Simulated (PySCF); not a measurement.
A PySCF script (with the pyscf-properties extension) for the NMR shieldings of SMILES C=C(C)[C@@H]1BCCC1, C₇H₁₃B, on a GFN2-xTB geometry:

```python
import basis_set_exchange as bse
import numpy as np
from pyscf import gto, dft
from pyscf.prop import nmr

atoms = """
C    -2.537029    1.058249    0.263942
C    -1.516295    0.221847    0.378049
C    -1.622139   -1.035262    1.190624
C    -0.204623    0.453138   -0.314954
B     0.292487   -0.616007   -1.371870
C     1.853722   -0.714098   -1.209218
C     2.229223    0.438269   -0.262669
C     1.004558    0.624175    0.632555
H    -3.483021    0.868353    0.743602
H    -2.475410    1.965299   -0.314006
H    -2.652709   -1.220600    1.482675
H    -1.256139   -1.884609    0.615414
H    -1.022941   -0.959830    2.097669
H    -0.293482    1.388602   -0.887320
H    -0.373162   -1.211653   -2.122752
H     2.083816   -1.668564   -0.723728
H     2.444480   -0.702208   -2.125705
H     2.397576    1.346224   -0.846295
H     3.132300    0.236267    0.314763
H     0.999949    1.589145    1.140552
H     0.989916   -0.159794    1.390754
"""
names = dict.fromkeys(["C", "B", "H"], "pcSseg-1")
basis = {el: gto.basis.parse(bse.get_basis(n, elements=[el], fmt="nwchem")) for el, n in names.items()}
mol = gto.M(atom=atoms, basis=basis, charge=0, verbose=0)
mf = dft.RKS(mol, xc="PBE0")
mf.grids.level = 2
mf.grids.alignment = dft.numint.BLKSIZE   # the property module wants whole blocks of grid points
mf.conv_tol = 1e-9
mf.kernel()

calc = nmr.RKS(mf)   # GIAO
C = mf.mo_coeff
Co = C[:, mf.mo_occ > 0]
resp = mf.gen_response(singlet=True, hermi=2)
def vind(x):   # induced exchange potential for any number of trial vectors
    d = np.einsum("pi,xij,qj->xpq", C, 2 * x.reshape(-1, C.shape[1], Co.shape[1]), Co, optimize=True)
    return np.einsum("xpq,pi,qj->xij", resp(d - d.transpose(0, 2, 1)), C, Co, optimize=True).ravel()
mo1, _ = nmr.rhf.solve_mo1(calc, with_cphf=vind)
sigma = calc.kernel(mo1)
for i, s in enumerate(sigma):   # ppm
    w = np.linalg.eigvalsh((s + s.T) / 2)
    print("%2d %-2s iso %8.1f  s11 %8.1f  s22 %8.1f  s33 %8.1f" % (i, mol.atom_pure_symbol(i), w.mean(), *w))
```

Q: What does it print?

A: 
```
 0 C  iso     71.5  s11    -27.8  s22    103.5  s33    138.9
 1 C  iso     29.4  s11    -95.1  s22     25.4  s33    158.0
 2 C  iso    159.8  s11    138.4  s22    155.6  s33    185.4
 3 C  iso    123.6  s11    101.1  s22    119.7  s33    149.9
 4 B  iso      3.3  s11    -70.5  s22    -29.6  s33    110.1
 5 C  iso    151.7  s11    137.5  s22    149.5  s33    168.1
 6 C  iso    156.3  s11    132.6  s22    162.9  s33    173.5
 7 C  iso    150.2  s11    119.3  s22    160.6  s33    170.5
 8 H  iso     26.7  s11     23.7  s22     25.4  s33     30.9
 9 H  iso     26.7  s11     23.4  s22     25.5  s33     31.1
10 H  iso     29.8  s11     26.0  s22     28.3  s33     35.0
11 H  iso     30.7  s11     26.7  s22     30.3  s33     35.0
12 H  iso     29.5  s11     25.1  s22     29.5  s33     33.8
13 H  iso     29.6  s11     24.5  s22     29.8  s33     34.6
14 H  iso     23.4  s11     16.8  s22     25.7  s33     27.8
15 H  iso     30.7  s11     25.9  s22     28.8  s33     37.2
16 H  iso     29.7  s11     24.8  s22     28.3  s33     36.0
17 H  iso     30.1  s11     25.3  s22     28.5  s33     36.6
18 H  iso     29.5  s11     24.8  s22     27.5  s33     36.2
19 H  iso     29.7  s11     25.2  s22     28.5  s33     35.3
20 H  iso     30.0  s11     24.8  s22     30.5  s33     34.6
```

These numbers come from an equivalent density-fitted implementation of the same equations, which agrees with the script to about 0.01 ppm for H and up to a few tenths of a ppm for heavy atoms, so last digits may differ.

Size and cost of the density-fitted run: 201 basis functions, 32 s wall time on 1 thread of an Arm Neoverse V1, shared host; peak memory 0.92 GiB.
